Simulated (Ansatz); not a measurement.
# Molecular dynamics of C2H11NO3Si2

Input file:

```yaml
crystal:
  periodic: [false, false, false]
  atoms:
    - { symbol: Si, position_ang: [-0.465425, -0.232768, -0.039633] }
    - { symbol: O, position_ang: [-0.238433, -0.777205, 1.532654] }
    - { symbol: Si, position_ang: [-0.889938, 0.177804, 2.782667] }
    - { symbol: H, position_ang: [-2.326034, 0.357637, 2.668144] }
    - { symbol: H, position_ang: [-0.613207, -0.562459, 3.995865] }
    - { symbol: H, position_ang: [-0.256607, 1.480205, 2.884951] }
    - { symbol: O, position_ang: [1.068607, -0.082546, -0.783368] }
    - { symbol: C, position_ang: [1.9886, -1.125094, -0.337146] }
    - { symbol: H, position_ang: [1.85785, -2.078428, -0.89741] }
    - { symbol: H, position_ang: [3.020769, -0.76905, -0.526713] }
    - { symbol: H, position_ang: [1.894786, -1.3561, 0.746845] }
    - { symbol: "N", position_ang: [-1.21321, 1.353601, -0.096463] }
    - { symbol: H, position_ang: [-2.085183, 1.332433, -0.674892] }
    - { symbol: H, position_ang: [-0.591548, 2.04737, -0.573248] }
    - { symbol: O, position_ang: [-1.567626, -1.269621, -0.841735] }
    - { symbol: C, position_ang: [-1.290869, -2.671995, -0.543902] }
    - { symbol: H, position_ang: [-1.065812, -2.857523, 0.529759] }
    - { symbol: H, position_ang: [-2.192793, -3.257629, -0.809706] }
    - { symbol: H, position_ang: [-0.443527, -3.079333, -1.140569] }
basis:
  gaussian: { orbitals: STO-3G }
hamiltonian:
  xc: r2scan
  dispersion: d4
md:
  timestep: 0.5
  n_steps: 122
  ensemble: nvt_langevin
  temperature: 200.0
  initial_velocities: maxwell_boltzmann
  seed: 36465
  friction: 0.01
```

Command:

```bash
$ ansatz run input.yaml --threads 1 --pin off --max-ram 2048MiB --backend cpu --events-out ev --progress --plain --runs-dir out
```

It starts from a relaxed structure.

Output, in part (one step line in 5, the closing report, with atoms numbered from 0):

```
md step     0: t =     0.00 fs  T =   189.5 K  F+E_penalty+E_count = -25323.87561796 eV  E_kin = 0.465336 eV  (25 SCF iters)
md step     5: t =     2.50 fs  T =   126.0 K  F+E_penalty+E_count = -25323.71461459 eV  E_kin = 0.309554 eV  (28 SCF iters)
md step    10: t =     5.00 fs  T =    93.1 K  F+E_penalty+E_count = -25323.62728312 eV  E_kin = 0.228749 eV  (28 SCF iters)
md step    15: t =     7.50 fs  T =    74.0 K  F+E_penalty+E_count = -25323.55390463 eV  E_kin = 0.181623 eV  (20 SCF iters)
md step    20: t =    10.00 fs  T =   121.3 K  F+E_penalty+E_count = -25323.65314040 eV  E_kin = 0.298011 eV  (27 SCF iters)
md step    25: t =    12.50 fs  T =   114.5 K  F+E_penalty+E_count = -25323.64355825 eV  E_kin = 0.281121 eV  (22 SCF iters)
md step    30: t =    15.00 fs  T =   128.8 K  F+E_penalty+E_count = -25323.66942177 eV  E_kin = 0.316388 eV  (28 SCF iters)
md step    35: t =    17.50 fs  T =   112.6 K  F+E_penalty+E_count = -25323.63274200 eV  E_kin = 0.276478 eV  (28 SCF iters)
md step    40: t =    20.00 fs  T =   123.9 K  F+E_penalty+E_count = -25323.65189508 eV  E_kin = 0.304339 eV  (28 SCF iters)
md step    45: t =    22.50 fs  T =   104.6 K  F+E_penalty+E_count = -25323.62501060 eV  E_kin = 0.256979 eV  (29 SCF iters)
md step    50: t =    25.00 fs  T =   120.8 K  F+E_penalty+E_count = -25323.68080341 eV  E_kin = 0.296599 eV  (28 SCF iters)
md step    55: t =    27.50 fs  T =   130.1 K  F+E_penalty+E_count = -25323.71117272 eV  E_kin = 0.319495 eV  (29 SCF iters)
md step    60: t =    30.00 fs  T =   104.5 K  F+E_penalty+E_count = -25323.67019840 eV  E_kin = 0.256748 eV  (28 SCF iters)
md step    65: t =    32.50 fs  T =    84.1 K  F+E_penalty+E_count = -25323.59473545 eV  E_kin = 0.206504 eV  (22 SCF iters)
md step    70: t =    35.00 fs  T =    75.8 K  F+E_penalty+E_count = -25323.58723301 eV  E_kin = 0.186173 eV  (22 SCF iters)
md step    75: t =    37.50 fs  T =   113.1 K  F+E_penalty+E_count = -25323.67021540 eV  E_kin = 0.277705 eV  (22 SCF iters)
md step    80: t =    40.00 fs  T =   126.7 K  F+E_penalty+E_count = -25323.70028815 eV  E_kin = 0.311103 eV  (29 SCF iters)
md step    85: t =    42.50 fs  T =   121.5 K  F+E_penalty+E_count = -25323.65831531 eV  E_kin = 0.298473 eV  (29 SCF iters)
md step    90: t =    45.00 fs  T =    83.5 K  F+E_penalty+E_count = -25323.56512370 eV  E_kin = 0.204962 eV  (23 SCF iters)
md step    95: t =    47.50 fs  T =    85.1 K  F+E_penalty+E_count = -25323.56946314 eV  E_kin = 0.208993 eV  (21 SCF iters)
md step   100: t =    50.00 fs  T =    94.6 K  F+E_penalty+E_count = -25323.59773193 eV  E_kin = 0.232346 eV  (22 SCF iters)
md step   105: t =    52.50 fs  T =   111.3 K  F+E_penalty+E_count = -25323.61061480 eV  E_kin = 0.273367 eV  (28 SCF iters)
md step   110: t =    55.00 fs  T =   116.9 K  F+E_penalty+E_count = -25323.63669547 eV  E_kin = 0.287183 eV  (29 SCF iters)
md step   115: t =    57.50 fs  T =   104.0 K  F+E_penalty+E_count = -25323.62873771 eV  E_kin = 0.255421 eV  (29 SCF iters)
md step   120: t =    60.00 fs  T =   107.0 K  F+E_penalty+E_count = -25323.61413655 eV  E_kin = 0.262835 eV  (25 SCF iters)
md step   122: t =    61.00 fs  T =    91.4 K  F+E_penalty+E_count = -25323.58103415 eV  E_kin = 0.224385 eV  (26 SCF iters)
Total energy: -25323.58104315 eV, -930.6244383960 hartree
Atom 0 at    -0.468702    -0.146353    -0.078040 Å, force     0.563098    -0.440171     0.047929 eV/Å
Atom 1 at    -0.277515    -0.725582     1.482393 Å, force    -0.026753    -0.169400     0.427841 eV/Å
Atom 2 at    -0.931151     0.168692     2.779826 Å, force     0.160952     0.015577     0.319041 eV/Å
Atom 3 at    -2.365100     0.403814     2.690920 Å, force     0.119113    -0.024621    -0.081605 eV/Å
Atom 4 at    -0.685646    -0.578064     4.014156 Å, force    -0.050441    -0.085388    -0.491355 eV/Å
Atom 5 at    -0.234679     1.427941     2.975810 Å, force    -0.101087     0.075557    -0.163374 eV/Å
Atom 6 at     1.100825     0.033410    -0.748958 Å, force    -0.374717     0.008718    -0.005592 eV/Å
Atom 7 at     1.950559    -1.072486    -0.329006 Å, force    -0.439807    -1.088955    -0.444937 eV/Å
Atom 8 at     1.843305    -2.022357    -0.959980 Å, force    -0.176976     0.923846     0.573826 eV/Å
Atom 9 at     2.971103    -0.731933    -0.487824 Å, force     0.901039     0.153195     0.128476 eV/Å
Atom 10 at     1.808459    -1.360531     0.743032 Å, force     0.098154     0.092041    -0.259701 eV/Å
Atom 11 at    -1.269419     1.379163    -0.022644 Å, force    -1.390528     0.115746    -0.506257 eV/Å
Atom 12 at    -2.170978     1.309622    -0.567313 Å, force     0.314319     0.259892     0.359827 eV/Å
Atom 13 at    -0.803800     2.235638    -0.380146 Å, force     0.424508    -0.105814    -0.111765 eV/Å
Atom 14 at    -1.456747    -1.268774    -0.939195 Å, force    -0.071620    -0.083526    -0.368069 eV/Å
Atom 15 at    -1.169460    -2.625881    -0.471572 Å, force     0.774944    -0.299261     1.810639 eV/Å
Atom 16 at    -0.564448    -2.554351     0.493566 Å, force    -0.440743    -0.469895    -0.832019 eV/Å
Atom 17 at    -2.086176    -3.182241    -0.190519 Å, force    -0.421906     0.353011    -0.124846 eV/Å
Atom 18 at    -0.642071    -3.323717    -1.168445 Å, force     0.138450     0.769450    -0.278063 eV/Å
Dipole moment:    -0.014534     0.040809    -0.054034 e Å
```

The run went to its last step. The mean temperature of the second half is 49 % below the set value. A run of 0.061 ps of so small a system gives no equilibrium averages. Limits of this set-up: minimal basis.

The same pairs are bonded in the first frame and the last. Pairs count as bonded within 1.25 times the sum of covalent radii (0.12 Å more for H–H).

Last frame:

```xyz
19
Properties=species:S:1:pos:R:3
Si -0.469 -0.146 -0.078
O -0.278 -0.726 1.482
Si -0.931 0.169 2.780
H -2.365 0.404 2.691
H -0.686 -0.578 4.014
H -0.235 1.428 2.976
O 1.101 0.033 -0.749
C 1.951 -1.073 -0.329
H 1.843 -2.022 -0.960
H 2.971 -0.732 -0.488
H 1.808 -1.361 0.743
N -1.269 1.379 -0.023
H -2.171 1.310 -0.567
H -0.804 2.236 -0.380
O -1.457 -1.269 -0.939
C -1.169 -2.626 -0.472
H -0.564 -2.554 0.494
H -2.086 -3.182 -0.191
H -0.642 -3.324 -1.168
```

Run time: 19 min on 1 thread of Arm Neoverse V2, with other jobs on the host, peak memory 0.16 GiB.
